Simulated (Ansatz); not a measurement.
Calculated with Ansatz (gas phase, PBE0-D4/def2-TZVP geometries, no zero-point term in ΔE). CCSD(T)/CBS adds triple-zeta CCSD(T) − MP2 to the extrapolated MP2 energy (def2 sets, frozen cores). Functionals use def2-TZVPP. HSE06 is defined as in plane-wave codes. For Br, Cu outer-core shells are correlated without core-valence functions, which leaves a few kJ/mol of doubt a bond. Scalar relativity is left out up to krypton.

Consider the redistribution: `[Cu][Br]` + `CC(C)(C)[O][AlH2]` → `CC(C)(C)[O][Cu]` + `[AlH2][Br]`.

```
             level  ΔE (kJ/mol)  difference from CCSD(T)/CBS
            PBE-D4        101.4                        -25.5
         r2SCAN-D4        111.0                        -15.9
          HSE06-D4        124.3                         -2.6
              PBE0        124.8                         -2.1
RPA@PBE/def2-TZVPP        107.9                        -19.0
       HF/def2-SVP        165.2                         38.3
     CCSD/def2-SVP        130.1                          3.2
  CCSD(T)/def2-SVP        125.3                         -1.6
SCS-MP2/def2-QZVPP        128.2                          1.3
      HF/CBS(def2)        171.8                         44.9
       CCSD(T)/CBS        126.9                            0
```

Largest T1 diagnostic among the species: 0.029, so the coupled-cluster value is less sure than usual.

In def2-TZVPP, CCSD(T) changes the Hartree–Fock value by −46.2 kJ/mol (the triples alone add −8.1 kJ/mol) and MP2 by −48.6 kJ/mol. Leaving LDA and LC-ωPBE aside and taking each functional with its dispersion term where it has one, the values, not all of them listed here, spread over 48.3 kJ/mol, from revPBE-D4 to BHLYP-D4.
